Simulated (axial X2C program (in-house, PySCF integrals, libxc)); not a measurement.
## Outer orbitals of GaP⁻ at 2.134 Å, PBE0

Calculated with an axial X2C code built on PySCF integrals. Spin-free means the one-electron spin-free X2C Hamiltonian; two-component (2c) means X2C with spin–orbit coupling and atomic mean-field two-electron Coulomb and Gaunt terms, so the difference of the two also holds small scalar two-electron terms. Basis: Ga dyall-acv3z [10s10p8d5f1g], P dyall-av3z [9s8p3d2f] (cores contracted in-house); Gaussian nuclei, density fitting, unrestricted open shells. Masses: Ga 68.926 u, P 30.974 u.

The distance is close to the 2c PBE0 minimum; the highest filled and lowest empty levels are listed.

Spin-free orbitals, state M_S = 1/2, Λ = 0 (beyond evenly filled blocks: σα) (Löwdin shares):

```json
{"symmetry": "σα", "occupied": "yes", "ε (eV)": "-17.19", "atomic character": "98% Ga d"}
{"symmetry": "σβ", "occupied": "yes", "ε (eV)": "-17.05", "atomic character": "99% Ga d"}
{"symmetry": "π+α", "occupied": "yes", "ε (eV)": "-17.01", "atomic character": "100% Ga d"}
{"symmetry": "π-α", "occupied": "yes", "ε (eV)": "-17.01", "atomic character": "100% Ga d"}
{"symmetry": "δ-α", "occupied": "yes", "ε (eV)": "-16.98", "atomic character": "100% Ga d"}
{"symmetry": "δ+α", "occupied": "yes", "ε (eV)": "-16.98", "atomic character": "100% Ga d"}
{"symmetry": "δ-β", "occupied": "yes", "ε (eV)": "-16.98", "atomic character": "100% Ga d"}
{"symmetry": "δ+β", "occupied": "yes", "ε (eV)": "-16.98", "atomic character": "100% Ga d"}
{"symmetry": "π-β", "occupied": "yes", "ε (eV)": "-16.96", "atomic character": "100% Ga d"}
{"symmetry": "π+β", "occupied": "yes", "ε (eV)": "-16.96", "atomic character": "100% Ga d"}
{"symmetry": "σα", "occupied": "yes", "ε (eV)": "-10.24", "atomic character": "59% P s, 16% Ga s, 12% Ga p"}
{"symmetry": "σβ", "occupied": "yes", "ε (eV)": "-9.56", "atomic character": "59% P s, 17% Ga s, 11% Ga p"}
{"symmetry": "σα", "occupied": "yes", "ε (eV)": "-4.81", "atomic character": "40% Ga s, 35% P p, 11% P s"}
{"symmetry": "σβ", "occupied": "yes", "ε (eV)": "-3.88", "atomic character": "42% Ga s, 32% P p, 11% P s"}
{"symmetry": "σα", "occupied": "yes", "ε (eV)": "-1.14", "atomic character": "38% Ga p, 38% P p, 14% Ga s"}
{"symmetry": "π+α", "occupied": "yes", "ε (eV)": "-0.58", "atomic character": "65% P p, 26% Ga p, 5% Ga d"}
{"symmetry": "π-α", "occupied": "yes", "ε (eV)": "-0.58", "atomic character": "65% P p, 26% Ga p, 5% Ga d"}
{"symmetry": "π-β", "occupied": "yes", "ε (eV)": "-0.43", "atomic character": "64% P p, 25% Ga p, 6% Ga d"}
{"symmetry": "π+β", "occupied": "yes", "ε (eV)": "-0.43", "atomic character": "64% P p, 25% Ga p, 6% Ga d"}
{"symmetry": "σβ", "occupied": "no", "ε (eV)": "1.54", "atomic character": "34% P p, 34% Ga p, 22% Ga s"}
{"symmetry": "σα", "occupied": "no", "ε (eV)": "2.41", "atomic character": "84% Ga p, 15% Ga s"}
{"symmetry": "π+α", "occupied": "no", "ε (eV)": "2.51", "atomic character": "93% Ga p, 4% Ga d, 2% P p"}
{"symmetry": "π-α", "occupied": "no", "ε (eV)": "2.51", "atomic character": "93% Ga p, 4% Ga d, 2% P p"}
```

Spinors with spin–orbit coupling (state Ω = 1/2):

| ω | occupied | ε (eV) | atomic character | λ mixture |
| --- | --- | --- | --- | --- |
| 1/2 | yes | -17.35 | 99% Ga d | 67% σ, 33% π |
| -1/2 | yes | -17.29 | 99% Ga d | 55% π, 45% σ |
| 3/2 | yes | -17.26 | 100% Ga d | 78% δ, 22% π |
| -3/2 | yes | -17.25 | 100% Ga d | 82% δ, 18% π |
| 1/2 | yes | -16.91 | 99% Ga d | 67% π, 33% σ |
| -1/2 | yes | -16.87 | 99% Ga d | 55% σ, 45% π |
| 3/2 | yes | -16.84 | 100% Ga d | 78% π, 22% δ |
| 5/2 | yes | -16.82 | 100% Ga d | 100% δ |
| -5/2 | yes | -16.82 | 100% Ga d | 100% δ |
| -3/2 | yes | -16.80 | 100% Ga d | 82% π, 18% δ |
| 1/2 | yes | -10.24 | 59% P s, 16% Ga s, 12% Ga p | 100% σ |
| -1/2 | yes | -9.56 | 59% P s, 17% Ga s, 11% Ga p | 100% σ |
| 1/2 | yes | -4.81 | 40% Ga s, 35% P p, 11% P s | 100% σ |
| -1/2 | yes | -3.88 | 42% Ga s, 32% P p, 11% P s | 100% σ |
| 1/2 | yes | -1.14 | 38% Ga p, 38% P p, 14% Ga s | 100% σ |
| -1/2 | yes | -0.60 | 64% P p, 26% Ga p, 5% Ga d | 100% π |
| 3/2 | yes | -0.56 | 65% P p, 25% Ga p, 5% Ga d | 100% π |
| 1/2 | yes | -0.45 | 64% P p, 26% Ga p, 6% Ga d | 100% π |
| -3/2 | yes | -0.41 | 65% P p, 25% Ga p, 6% Ga d | 100% π |
| -1/2 | no | 1.54 | 34% P p, 34% Ga p, 22% Ga s | 100% σ |
| 1/2 | no | 2.41 | 85% Ga p, 13% Ga s | 100% σ |
| -1/2 | no | 2.51 | 93% Ga p, 4% Ga d, 2% P p | 100% π |
| 3/2 | no | 2.51 | 94% Ga p, 4% Ga d, 2% P p | 100% π |

Mulliken charges and populations of the two-component result (they depend on the basis, above all on diffuse functions):

Ga -0.21 e (s 7.69 p 13.45 d 10.06 f 0.01), P -0.79 e (s 5.89 p 9.85 d 0.04 f 0.01). ⟨Lz⟩ = 0.00 ħ and ⟨Sz⟩ = 0.50 ħ (0.22 and 0.28 on the two atoms), which add up to Ω.

The state is one determinant whose occupation by symmetry is held fixed; it was picked as the lowest of a PBE0 search that is not exhaustive. Density functionals use the spin component along the axis (collinear). PBE0 can misorder states that lie within some tenths of an eV, so this need not be the ground state of the molecule. The nearest other spin-free determinant of the search, M_S = 1/2, Λ = 1, lies 0.19 eV up at the distance of the search. The highest occupied level of some functionals is positive through self-interaction error; at Hartree–Fock it is bound.
